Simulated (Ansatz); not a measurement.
Two isomers of CH6FGeNO: A = `[CH3][Ge]([NH2])([OH])[F]`, B = `[OH][GeH2][NH]CF`.

Program: Ansatz. Geometries: PBE0-D4/def2-TZVP. ΔE: electronic, gas phase. CCSD(T)/CBS is the MP2 limit (def2-TZVPP, def2-QZVPP) plus CCSD(T) − MP2 in def2-TZVPP, frozen cores. Functionals use def2-TZVPP. B3LYP here is the variant with VWN-RPA as its local correlation; programs differ in this. For Ge outer-core shells are correlated without core-valence functions, which leaves a few kJ/mol of doubt a bond. Scalar relativity is left out up to krypton. Each species was taken in one conformer, which may not be the lowest.

Question: Which is lower in electronic energy at CCSD(T)/CBS, and by how much? (An estimate is asked.)

Answer: The calculation gave: A, by 211.2 kJ/mol.

Question: Give E(B) − E(A) in kJ/mol with B3LYP-D4, HF/def2-TZVPP, B3LYP, r2SCAN-D4, B2PLYP, MP2/def2-TZVPP, CCSD/def2-TZVPP. (Best estimate.)

Answer: Computed: B3LYP-D4 196.6, HF/def2-TZVPP 205.1, B3LYP 196.3, r2SCAN-D4 203.4, B2PLYP 204.8, MP2/def2-TZVPP 218.4, CCSD/def2-TZVPP 208.6. None reverses the order clearly.

Largest T1 diagnostic: 0.012.

From PBE to PBE0 (25 % exact exchange), in def2-TZVPP and without D4, E(B) − E(A) moves by +7.4 kJ/mol.
